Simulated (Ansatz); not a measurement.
Cost and result for the atomization energy of C3H6FIn (`C=C(F)[CH2][InH2]`) (11 atoms, 10 bonds).

```json
{"atom": "C1", "x (Å)": "1.3421", "y (Å)": "-0.1959", "z (Å)": "1.4996"}
{"atom": "C2", "x (Å)": "0.1598", "y (Å)": "-0.0306", "z (Å)": "0.9271"}
{"atom": "F3", "x (Å)": "-0.8790", "y (Å)": "-0.7933", "z (Å)": "1.3663"}
{"atom": "C4", "x (Å)": "-0.2493", "y (Å)": "0.8309", "z (Å)": "-0.1847"}
{"atom": "In5", "x (Å)": "-1.0048", "y (Å)": "-0.4276", "z (Å)": "-1.8097"}
{"atom": "H6", "x (Å)": "1.4822", "y (Å)": "-0.9282", "z (Å)": "2.2828"}
{"atom": "H7", "x (Å)": "2.1827", "y (Å)": "0.4055", "z (Å)": "1.1848"}
{"atom": "H8", "x (Å)": "-1.0652", "y (Å)": "1.4943", "z (Å)": "0.1133"}
{"atom": "H9", "x (Å)": "0.5869", "y (Å)": "1.4373", "z (Å)": "-0.5348"}
{"atom": "H10", "x (Å)": "-0.1412", "y (Å)": "-1.8726", "z (Å)": "-2.1782"}
{"atom": "H11", "x (Å)": "-2.4142", "y (Å)": "0.0802", "z (Å)": "-2.6664"}
```

Charge 0, multiplicity 1. Correlated methods include outer-core shells of In, which these sets cover unevenly. In: def2 effective core potential. Geometry: relaxed with PBE0-D4/def2-TZVP. It is one conformer, not always the lowest. Program: Ansatz. All runs use 4 threads of an Arm Neoverse V2 on a shared host. Times are those of one run each, without the atoms' runs, and a repeat can differ threefold. Electronic energies, without spin–orbit coupling; frozen cores. CCSD(T)/CBS adds CCSD(T) − MP2 in def2-TZVPP to the MP2 limit, and its time is that of the two runs behind it. T1 = 0.013. With those shells the extrapolation isn't a true limit. HSE06 is the plane-wave form, built on full-range PBE exchange.

CCSD(T)/CBS is a level of theory with its own doubt, some kJ/mol a heavy atom from the limit and from the frozen cores, so smaller differences don't rank the functionals.

| level | functions | wall time |
| --- | --- | --- |
| revPBE-D4/def2-TZVPP | 258 | 2 s |
| PBE-D4/def2-TZVPP (with forces) | 258 | 2.5 s |
| PBE0-D4/def2-TZVPP | 258 | 2.9 s |
| HSE06-D4/def2-TZVPP | 258 | 3.4 s |
| CAM-B3LYP-D4/def2-TZVPP | 258 | 3.5 s |
| r2SCAN-D4/def2-TZVPP (with forces) | 258 | 4.6 s |
| B2PLYP/def2-TZVPP | 258 | 6 s |
| PBE-QIDH/def2-TZVPP | 258 | 6 s |
| ωB97X-V/def2-TZVPP | 258 | 8.5 s |
| CCSD(T)/def2-SVP | 112 | 8.5 s |
| MP2/def2-QZVPP | 490 | 23 s |
| CCSD(T)/def2-TZVPP | 258 | 4.7 min |
| CCSD(T)/CBS(def2) | – | 5.1 min |

(1) What atomization energy does each give, and how far from CCSD(T)/CBS? (An estimate is asked.)

Results:

(1) Computed: 
| level | atomization (kcal/mol) | difference from CCSD(T)/CBS | per bond |
| --- | --- | --- | --- |
| revPBE-D4/def2-TZVPP | 928.4 | -3.7 | -0.4 |
| PBE-D4/def2-TZVPP (with forces) | 953.6 | 21.5 | 2.1 |
| PBE0-D4/def2-TZVPP | 936.5 | 4.4 | 0.4 |
| HSE06-D4/def2-TZVPP | 937.1 | 5.0 | 0.5 |
| CAM-B3LYP-D4/def2-TZVPP | 936.4 | 4.3 | 0.4 |
| r2SCAN-D4/def2-TZVPP (with forces) | 936.1 | 4.0 | 0.4 |
| B2PLYP/def2-TZVPP | 919.9 | -12.2 | -1.2 |
| PBE-QIDH/def2-TZVPP | 928.3 | -3.8 | -0.4 |
| ωB97X-V/def2-TZVPP | 935.4 | 3.3 | 0.3 |
| CCSD(T)/def2-SVP | 888.8 | -43.3 | -4.3 |
| MP2/def2-QZVPP | 935.3 | 3.2 | 0.3 |
| CCSD(T)/def2-TZVPP | 910.9 | -21.2 | -2.1 |
| CCSD(T)/CBS(def2) | 932.1 | 0.0 | 0.0 |

Leaving LDA and LC-ωPBE aside and taking each functional with its dispersion term where it has one, the values, not all of them listed here, spread over 51.4 kcal/mol, from BHLYP-D4 to PBE-D4. LDA lies +128.8 kcal/mol from PBE without D4, its usual overbinding. At CCSD(T), def2-SVP lies −43.3 kcal/mol from the extrapolated value and def2-TZVPP −21.2 kcal/mol: correlation converges slowly with the basis, and small sets miss more of it in the bonded molecule than in its fragments. From r2SCAN to r2SCAN0 (25 % exact exchange), in def2-TZVPP and without D4, the atomization energy moves by −15.0 kcal/mol: exact exchange takes away binding that semilocal exchange gives to molecules.

Spin–orbit coupling would lower the free In atoms strongly, and the atomization energy with them, by more than many differences here.
